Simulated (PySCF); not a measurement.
Excitation energy of Zr⁺ by level of theory

Zr⁺ [Kr] 4d2 5s1 (4F) → Zr⁺ [Kr] 4d2 5p1 (high-spin determinant), as a difference of total energies. All numbers are calculated (PySCF 2.14, a scalar-relativistic core potential, in def2-TZVPPD with the def2 core potential (28 electrons) (6s4p3d2f1g, 56 functions)). Correlated levels: valence and next inner shell: nothing frozen outside the core potential. The calculations carry no spin-orbit coupling.

| method | excitation energy (eV) |
| --- | --- |
| UHF | 3.567 |
| MP2 (valence and next inner shell) | 3.866 |
| SCS-MP2 (valence and next inner shell) | 3.794 |
| CCSD (valence and next inner shell) | 3.791 |
| CCSD(T) (valence and next inner shell) | 3.782 |

Task: How much does correlation contribute at CCSD(T) (valence and next inner shell)?

Result: 3.782 − (3.567) = 0.215 eV, measured against UHF.

The determinant of the upper state mixes LS terms, which raises its energy above the lowest term, most at the Hartree-Fock and MP2 levels.
